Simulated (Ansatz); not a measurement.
Consider the isomerisation: `F[CH]([GeH3])CCl` → `[CH3][Ge]([CH3])([F])[Cl]`.

Program: Ansatz. Geometries: PBE0-D4/def2-TZVP. ΔE: electronic, gas phase. CCSD(T)/CBS is the MP2 limit (def2-TZVPP, def2-QZVPP) plus CCSD(T) − MP2 in def2-TZVPP, frozen cores. DFT in def2-TZVPP. B3LYP here is the variant with VWN-RPA as its local correlation; programs differ in this. For Ge outer-core shells are correlated without core-valence functions, which leaves a few kJ/mol of doubt a bond. Scalar relativity is left out up to krypton. One conformer a species, not always the lowest.

```json
{"level": "PBE-D4", "ΔE (kJ/mol)": "-344.1", "difference from CCSD(T)/CBS": "19.3"}
{"level": "r2SCAN-D4", "ΔE (kJ/mol)": "-362.6", "difference from CCSD(T)/CBS": "0.8"}
{"level": "PBE", "ΔE (kJ/mol)": "-343.8", "difference from CCSD(T)/CBS": "19.6"}
{"level": "r2SCAN", "ΔE (kJ/mol)": "-362.5", "difference from CCSD(T)/CBS": "0.9"}
{"level": "B3LYP", "ΔE (kJ/mol)": "-355.4", "difference from CCSD(T)/CBS": "8.0"}
{"level": "SCS-MP2/def2-TZVPP", "ΔE (kJ/mol)": "-373.4", "difference from CCSD(T)/CBS": "-10.0"}
{"level": "CCSD/def2-TZVPP", "ΔE (kJ/mol)": "-366.4", "difference from CCSD(T)/CBS": "-3.0"}
{"level": "SCS-MP2/def2-QZVPP", "ΔE (kJ/mol)": "-374.0", "difference from CCSD(T)/CBS": "-10.6"}
{"level": "HF/CBS(def2)", "ΔE (kJ/mol)": "-374.6", "difference from CCSD(T)/CBS": "-11.2"}
{"level": "MP2/CBS(def2)", "ΔE (kJ/mol)": "-381.2", "difference from CCSD(T)/CBS": "-17.8"}
{"level": "CCSD(T)/CBS", "ΔE (kJ/mol)": "-363.4", "difference from CCSD(T)/CBS": "0"}
```

Largest T1 diagnostic among the species: 0.011.

From PBE to PBE0 (25 % exact exchange), in def2-TZVPP and without D4, ΔE moves by −10.0 kJ/mol.
